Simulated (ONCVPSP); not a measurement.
Varying the ONCV potential for phosphorus

Base potential:

phosphorus, optimised norm-conserving Vanderbilt (ONCV), made with ONCVPSP 4.0.1 (PBE, scalar-relativistic). Core [Ne], reference 3s2 3p2 (charge +1). Waves: 3s: rc 1.45 bohr, ncon 3, nbas 7, qcut 3.5 1/bohr, 2 projectors, debl 1.8 Ha; 3p: rc 1.50 bohr, ncon 5, nbas 10, qcut 5 1/bohr, 2 projectors, debl 0.7 Ha; d scattering state at 0.1 Ha: rc 1.40 bohr, ncon 4, nbas 8, qcut 7.8 1/bohr, 2 projectors, debl 1.4 Ha. Local part: polynomial inside 1.30 bohr (lpopt 5, dvloc0 1 Ha). Core correction: polynomial model core, fcfact 0.75.

All-electron outer shells of the reference configuration (PBE, scalar-relativistic, ld1.x):

```
shell  level (eV)  outermost node (bohr)  outermost maximum (bohr)
   2s     -184.63                   0.14                      0.42
   2p     -135.15                      –                      0.36
   3s      -23.29                   0.65                      1.56
   3p      -14.22                   0.64                      1.76
```

Cutoffs, loose and tight: the cutoffs (Ha) at which the residual kinetic energy of the hardest occupied pseudo-wave falls to 1 and 0.1 mHa per electron. They do not see the model core or the augmentation charge, which bear on the density cutoff. Test errors are all-electron minus pseudo excitation energies from the reference, over the configurations 3s2 3p3; 3s2 3p1; 3s2 3p0; 3s2 3p2.5. A dash means not determined; rows that change the core or the reference have their own tests.

A true bound ghost makes a file unfit for plane-wave use even where its test errors are small: the radial tests pick states by their node count and pass the ghost by.

| change | outcome | cutoff, loose | cutoff, tight | bound ghosts | GHOST(+) flags above zero | largest test error (meV) |
| --- | --- | --- | --- | --- | --- | --- |
| base | generated | 35 Ha | 69 Ha | none | s, p | +31 |
| core correction polynomial model core, fcfact 0.7 | generated | 35 Ha | 69 Ha | none | s, p | +31 |

(1) What comes out with this change to the base: functional PBEsol?

(2) What comes out with this change to the base: local potential polynomial inside 1.20 bohr (lpopt 3, dvloc0 6 Ha)?

Answers

(1) outcome: generated; cutoff, loose: 36 Ha; cutoff, tight: 69 Ha; bound ghosts: none; GHOST(+) flags above zero: s, p; largest test error (meV): +36.

(2) outcome: generated; cutoff, loose: 35 Ha; cutoff, tight: 69 Ha; bound ghosts: p; GHOST(+) flags above zero: p; largest test error (meV): +31.
